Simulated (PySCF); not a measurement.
C4H9O2S (SMILES O=S1(=[OH+])CCCC1), charge +1, singlet, geometry from GFN2-xTB; HF/STO-3G in PySCF.

Input for PySCF:
```python
from pyscf import gto, scf

mol = gto.Mole()
mol.atom = '''
    O     1.51152948    0.46643886   -1.24309723
    S     0.62912650    0.24409693   -0.15893908
    O     1.27185554    0.70569780    1.20618995
    C    -0.98062429    1.07394080   -0.20980790
    C    -1.93264431   -0.10768255   -0.28481530
    C    -1.34456367   -1.23699743    0.57124462
    C     0.08377631   -1.46043585    0.11289643
    H     2.18642629    1.01690896    1.19639492
    H    -1.01882340    1.73861810   -1.06683965
    H    -1.07813283    1.63362773    0.71664594
    H    -2.03764828   -0.44275329   -1.31783511
    H    -2.92128192    0.16891887    0.08009021
    H    -1.35807917   -0.95174420    1.62418067
    H    -1.93697440   -2.14443754    0.45965375
    H     0.72363159   -1.93507359    0.84927960
    H     0.15211376   -1.97965890   -0.84039368
'''
mol.basis = 'sto-3g'
mol.charge = 1
mol.verbose = 4
mol.build()

mf = scf.RHF(mol)
mf.kernel()
```

Output, abridged:

```
PySCF version 2.14.0

[INPUT] verbose = 4
[INPUT] num. atoms = 16
[INPUT] num. electrons = 64
[INPUT] charge = 1
[INPUT] spin (= nelec alpha-beta = 2S) = 0
[INPUT] symmetry False subgroup None
[INPUT] Mole.unit = angstrom
[INPUT] Symbol           X                Y                Z      unit          X                Y                Z       unit  Magmom
[INPUT]  1 O      1.511529480000   0.466438860000  -1.243097230000 AA    2.856376746406   0.881441699254  -2.349113310905 Bohr   0.0
[INPUT]  2 S      0.629126500000   0.244096930000  -0.158939080000 AA    1.188876782706   0.461276345547  -0.300351331690 Bohr   0.0
[INPUT]  3 O      1.271855540000   0.705697800000   1.206189950000 AA    2.403458640611   1.333575568708   2.279368659703 Bohr   0.0
[INPUT]  4 C     -0.980624290000   1.073940800000  -0.209807900000 AA   -1.853111339196   2.029453985996  -0.396479469770 Bohr   0.0
[INPUT]  5 C     -1.932644310000  -0.107682550000  -0.284815300000 AA   -3.652168442099  -0.203490527895  -0.538222913086 Bohr   0.0
[INPUT]  6 C     -1.344563670000  -1.236997430000   0.571244620000 AA   -2.540857093340  -2.337586359491   1.079495881931 Bohr   0.0
[INPUT]  7 C      0.083776310000  -1.460435850000   0.112896430000 AA    0.158314281627  -2.759823778996   0.213343333141 Bohr   0.0
[INPUT]  8 H      2.186426290000   1.016908960000   1.196394920000 AA    4.131746879649   1.921679428016   2.260858735621 Bohr   0.0
[INPUT]  9 H     -1.018823400000   1.738618100000  -1.066839650000 AA   -1.925297195298   3.285512044212  -2.016034757327 Bohr   0.0
[INPUT] 10 H     -1.078132830000   1.633627730000   0.716645940000 AA   -2.037375774602   3.087108999195   1.354264554881 Bohr   0.0
[INPUT] 11 H     -2.037648280000  -0.442753290000  -1.317835110000 AA   -3.850597187391  -0.836682458850  -2.490347435236 Bohr   0.0
[INPUT] 12 H     -2.921281920000   0.168918870000   0.080090210000 AA   -5.520422761444   0.319210401571   0.151348562159 Bohr   0.0
[INPUT] 13 H     -1.358079170000  -0.951744200000   1.624180670000 AA   -2.566397686777  -1.798535878643   3.069256643113 Bohr   0.0
[INPUT] 14 H     -1.936974400000  -2.144437540000   0.459653750000 AA   -3.660351126294  -4.052399641836   0.868619699629 Bohr   0.0
[INPUT] 15 H      0.723631590000  -1.935073590000   0.849279600000 AA    1.367465520184  -3.656759115979   1.604905847180 Bohr   0.0
[INPUT] 16 H      0.152113760000  -1.979658900000  -0.840393680000 AA    0.287453346178  -3.741013141058  -1.588113892015 Bohr   0.0

nuclear repulsion = 441.752568292508
number of shells = 32
number of NR pGTOs = 144
number of NR cGTOs = 48
basis = sto-3g
ecp = {}

******** <class 'pyscf.scf.hf.RHF'> ********
method = RHF
initial guess = minao
damping factor = 0
level_shift factor = 0
DIIS = <class 'pyscf.scf.diis.CDIIS'>
diis_start_cycle = 1
diis_space = 8
diis_damp = 0
SCF conv_tol = 1e-09
SCF conv_tol_grad = None
SCF max_cycles = 50
direct_scf = True
direct_scf_tol = 1e-13
Set gradient conv threshold to 3.16228e-05
Initial guess from minao.
init E= -697.789779227091
  HOMO = -0.309281150635355  LUMO = 0.183260324615132  gap/eV = 13.40274
cycle= 1 E= -695.056966450778  delta_E= 2.73  |g|= 0.777  |ddm|= 5.06
  HOMO = -0.418370437030269  LUMO = -0.000167550764813895  gap/eV = 11.37988
cycle= 2 E= -695.224335707058  delta_E= -0.167  |g|= 0.46  |ddm|= 1.89
  HOMO = -0.535535431254697  LUMO = 0.111018316885149  gap/eV = 17.59362
cycle= 3 E= -695.290583561709  delta_E= -0.0662  |g|= 0.0938  |ddm|= 0.785
  HOMO = -0.512918894232676  LUMO = 0.111957589002473  gap/eV = 17.00376
cycle= 4 E= -695.294246038807  delta_E= -0.00366  |g|= 0.0267  |ddm|= 0.171
  HOMO = -0.519029045002804  LUMO = 0.116692369748324  gap/eV = 17.29886
cycle= 5 E= -695.294875985703  delta_E= -0.00063  |g|= 0.00791  |ddm|= 0.0964
  HOMO = -0.51846977439304  LUMO = 0.116331039546861  gap/eV = 17.27381
cycle= 6 E= -695.294930550275  delta_E= -5.46e-05  |g|= 0.00167  |ddm|= 0.0325
  HOMO = -0.518840670864724  LUMO = 0.116413596781973  gap/eV = 17.28615
cycle= 7 E= -695.294932581911  delta_E= -2.03e-06  |g|= 0.0003  |ddm|= 0.00654
  HOMO = -0.518872069622076  LUMO = 0.116482855180855  gap/eV = 17.28889
cycle= 8 E= -695.294932639994  delta_E= -5.81e-08  |g|= 8.41e-05  |ddm|= 0.000734
  HOMO = -0.518874040563653  LUMO = 0.116459231730551  gap/eV = 17.28830
cycle= 9 E= -695.294932646548  delta_E= -6.55e-09  |g|= 2.13e-05  |ddm|= 0.00033
  HOMO = -0.518868877621299  LUMO = 0.116461093249639  gap/eV = 17.28821
cycle= 10 E= -695.294932646993  delta_E= -4.46e-10  |g|= 7.86e-06  |ddm|= 7.79e-05
  HOMO = -0.518868470661005  LUMO = 0.116460994990305  gap/eV = 17.28820
Extra cycle  E= -695.294932647044  delta_E= -5.12e-11  |g|= 4.3e-06  |ddm|= 2.03e-05
converged SCF energy = -695.294932647044
```
